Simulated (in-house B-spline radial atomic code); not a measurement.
How numerical settings move a run on the germanium ion Ge³⁺, [Ar] 3d10 4s1. Computed with an all-electron radial atomic-structure program (B-spline basis): non-relativistic LDA exchange-only, spin-polarised, spherical fractional occupations, point nucleus.

Command:
```bash
python run_scf.py task.json out
```
Settings of the sound reference run:
```
Z                32
electrons        29
configuration    [Ar] 3d10 4s1
hamiltonian      nr
method           lda,
spin_polarised   True
knot_spacing     0.22
spline_order     8
gauss_points     12
box_radius       16.22
max_iterations   70
damping          0.5
damped_steps     3
diis_vectors     10
tolerance        1e-08
start            Thomas-Fermi
```

Cost of the run: 0.13 s on 1 thread of Intel(R) Xeon(R) 6975P-C, with other jobs on the host.

It converges in 9 iterations to -2068.965239 hartree, with 4s up at -39.8943 eV. The other runs change the listed settings, some to values that make no sense; their results aren't properties of the atom or ion. Radii are in bohr (the nuclear one in fm), a minus after a letter asks for a j subshell, and «unchanged» means within 1e-8 hartree. The run stops when the residual is below 10 × tolerance × max(1, Z/10), or a noise floor if that is larger, and the energy moves by less than 1e-8 × √|E| hartree; so very loose and very tight tolerances often act alike.

```tsv
changed settings	outcome
max_iterations = 60, diis_vectors = 4, start = bare nucleus	converged in 11 iterations, energy unchanged, 4s up level -3.3e-06 eV
electrons = 30, configuration = [Ar] 3d10 4s1 5p-1, max_iterations = 50	stopped with error: j subshells need the Dirac Hamiltonian and l > 0
knot_spacing = 0.3, gauss_points = 3, max_iterations = 75, tolerance = 1e-10	converged in 10 iterations, energy -3.57e+05 hartree from the reference, 4s up level -1.3e+02 eV
gauss_points = 16	converged in 9 iterations, energy unchanged
gauss_points = 4	converged in 9 iterations, energy -5.48e-07 hartree from the reference
first_knot = 0.0938	converged in 10 iterations, energy +2.31e-03 hartree from the reference, 4s up level +1.3e-05 eV
gauss_points = 8, max_iterations = 8	not converged after 8 iterations, last residual 2.2e-06, last energy -4.00e-10 hartree from the reference
damping = 0.2	converged in 11 iterations, energy unchanged, 4s up level -1.8e-06 eV
damping = 0.8	converged in 10 iterations, energy unchanged
damping = 0	converged in 12 iterations, energy unchanged, 4s up level -3.0e-06 eV
damping = 0.95	converged in 11 iterations, energy unchanged, 4s up level -2.1e-06 eV
```

**Question.** What happens with gauss_points = 16, first_knot = 0.00313, max_iterations = 60, tolerance = 1e-13, start = bare nucleus?

**Answer.** Converged in 12 iterations, energy unchanged, 4s up level -2.9e-06 eV.

**Question.** What happens with electrons = 37, configuration = [Ar] 3d10 4s1 6s2 6p6, max_iterations = 75?

**Answer.** Converged in 13 iterations to -2068.5369 hartree, a different physical problem (warning: 6s up has a positive eigenvalue: unbound, held by the box).

**Question.** What happens with hamiltonian = dirac, method = tpss,tpss, spin_polarised = False, nucleus = fermi, rms_radius = 4.0742, mass_number = 74, atomic_mass = 73.92118, speed_of_light = 137.036?

**Answer.** Stopped with error: meta-GGAs are not served with the Dirac Hamiltonian.

**Question.** What happens with first_knot = 0.0312?

**Answer.** Converged in 10 iterations, energy unchanged, 4s up level -3.3e-06 eV.
